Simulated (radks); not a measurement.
The numbers below are computed, except where a source is named.
Question: The rhenium ion Re2+, [Xe] 4f14 5d5. Level of theory: non-relativistic Kohn-Sham, PBE, spin-polarised, spherical densities, point nucleus (a radial shooting solver on a logarithmic mesh with Libxc functionals). Every spin shell is full or empty, so the densities are truly spherical. Functionals are evaluated on that one density, not self-consistently. Rank these orbital-free kinetic functionals by their error against the exact value of the orbitals, and give that value: Thomas-Fermi, von Weizsacker, TF + vW, TF + vW/5, LC94, APBEK, revAPBEK, Perdew 92, Thakkar, Pearson, LKT, PG1, DePristo-Kress, Ernzerhof.

Answer: Exact: 15783.4 hartree. From best to worst, with 100 (|E| - |E exact|)/|E exact| (equal figures are ties): LC94 -0.01, APBEK +0.02, revAPBEK +0.16, DePristo-Kress -0.23, Ernzerhof -0.51, Perdew 92 -0.72, Thakkar -0.79, Pearson -0.89, TF + vW/5 +2.49, Thomas-Fermi -4.75, PG1 +12.70, LKT +16.29, TF + vW +31.46, von Weizsacker -63.79.
